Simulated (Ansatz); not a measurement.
ClF3H2O2W, SMILES `[OH][W]([OH])([F])([F])([F])[Cl]`, relaxed with RKS PBE0-D4/def2-TZVP in Ansatz from a GFN2-xTB geometry. The force threshold is 0.005 eV/Å; the program also tests the step.

The species carries charge 0 and has multiplicity 1. W: def2 effective core potential.

Start:

```xyz
9

O    -0.131   -1.619    0.108
W    -0.210    0.177   -0.174
O     1.240    0.546    0.856
F    -1.409    0.375    1.258
F     0.821    0.009   -1.733
F    -1.697   -0.084   -1.253
Cl   -0.414    2.401   -0.596
H    -0.211   -2.576    0.145
H     2.012    0.771    1.390
```

```json
{"step": "1", "energy (eV)": "-26622.3049", "largest force (eV/Å)": "0.750", "largest move (Å)": "0.000"}
{"step": "2", "energy (eV)": "-26622.3386", "largest force (eV/Å)": "0.214", "largest move (Å)": "0.093"}
{"step": "3", "energy (eV)": "-26622.3505", "largest force (eV/Å)": "0.162", "largest move (Å)": "0.036"}
{"step": "4", "energy (eV)": "-26622.3765", "largest force (eV/Å)": "0.264", "largest move (Å)": "0.089"}
{"step": "5", "energy (eV)": "-26622.4010", "largest force (eV/Å)": "0.352", "largest move (Å)": "0.067"}
{"step": "6", "energy (eV)": "-26622.4110", "largest force (eV/Å)": "0.345", "largest move (Å)": "0.028"}
{"step": "7", "energy (eV)": "-26622.4455", "largest force (eV/Å)": "0.385", "largest move (Å)": "0.115"}
{"step": "8 (rejected)", "energy (eV)": "-26622.3934", "largest force (eV/Å)": "1.868", "largest move (Å)": "0.196"}
{"step": "9", "energy (eV)": "-26622.4673", "largest force (eV/Å)": "0.183", "largest move (Å)": "0.098"}
{"step": "10", "energy (eV)": "-26622.4752", "largest force (eV/Å)": "0.079", "largest move (Å)": "0.067"}
{"step": "11", "energy (eV)": "-26622.4771", "largest force (eV/Å)": "0.227", "largest move (Å)": "0.071"}
{"step": "13", "energy (eV)": "-26622.4798", "largest force (eV/Å)": "0.064", "largest move (Å)": "0.016"}
{"step": "15", "energy (eV)": "-26622.4808", "largest force (eV/Å)": "0.102", "largest move (Å)": "0.046"}
{"step": "17", "energy (eV)": "-26622.4812", "largest force (eV/Å)": "0.012", "largest move (Å)": "0.020"}
{"step": "19", "energy (eV)": "-26622.4812", "largest force (eV/Å)": "0.027", "largest move (Å)": "0.003"}
{"step": "21", "energy (eV)": "-26622.4813", "largest force (eV/Å)": "0.003", "largest move (Å)": "0.009"}
{"step": "23", "energy (eV)": "-26622.4813", "largest force (eV/Å)": "0.021", "largest move (Å)": "0.003"}
{"step": "25 (rejected)", "energy (eV)": "-26622.4813", "largest force (eV/Å)": "0.036", "largest move (Å)": "0.027"}
{"step": "27 (rejected)", "energy (eV)": "-26622.4810", "largest force (eV/Å)": "0.244", "largest move (Å)": "0.098"}
{"step": "29", "energy (eV)": "-26622.4823", "largest force (eV/Å)": "0.130", "largest move (Å)": "0.049"}
{"step": "31", "energy (eV)": "-26622.4871", "largest force (eV/Å)": "0.110", "largest move (Å)": "0.113"}
{"step": "33", "energy (eV)": "-26622.4911", "largest force (eV/Å)": "0.098", "largest move (Å)": "0.069"}
{"step": "35", "energy (eV)": "-26622.4963", "largest force (eV/Å)": "0.076", "largest move (Å)": "0.073"}
{"step": "37 (rejected)", "energy (eV)": "-26622.4704", "largest force (eV/Å)": "1.518", "largest move (Å)": "0.195"}
{"step": "39 (rejected)", "energy (eV)": "-26622.4951", "largest force (eV/Å)": "0.617", "largest move (Å)": "0.094"}
{"step": "41", "energy (eV)": "-26622.5005", "largest force (eV/Å)": "0.052", "largest move (Å)": "0.017"}
{"step": "43", "energy (eV)": "-26622.5006", "largest force (eV/Å)": "0.011", "largest move (Å)": "0.001"}
{"step": "44", "energy (eV)": "-26622.5006", "largest force (eV/Å)": "0.003", "largest move (Å)": "0.002"}
```

End:

```xyz
9

O    -0.042   -1.646    0.278
W    -0.193    0.187   -0.062
O     1.217    0.590    1.050
F    -1.404    0.386    1.321
F     1.039    0.133   -1.458
F    -1.484   -0.359   -1.298
Cl   -0.703    2.347   -0.676
H    -0.601   -2.306   -0.143
H     2.171    0.667    0.989
```

Hardware: 2 threads of an AMD EPYC 7R13 on a shared host and a share of an NVIDIA H100 80 GB. Wall time 3.1 min, peak host memory 0.89 GiB.
